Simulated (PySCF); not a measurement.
```xyz
4
charge 0 multiplicity 1, angstrom
Ga   -0.0061    0.0000    0.2888
S    -0.0123    0.0000   -1.7201
O     0.0971    0.0000    2.0361
H    -0.7426    0.0000    2.5032
```

All numbers come from PBE0/[Ga def2-TZVP, S def2-TZVP, O def2-TZVP, H def2-TZVP], no relativity, density fitting, PySCF.

This geometry of GaS(OH) is a stationary point at this level.

Problem. What is the point group?

Solution. Cs.

Problem. Is it a minimum?

Solution. Yes: all harmonic wavenumbers are real.

Problem. List the harmonic modes with their infrared intensities.

Solution. 
```csv
symmetry,ω (cm⁻¹),IR (km/mol)
a',148,11.0
a'',152,3.2
a',526,2.3
a',754,197
a',823,13.2
a',3890,127
```

This need not be the most stable arrangement of these atoms.
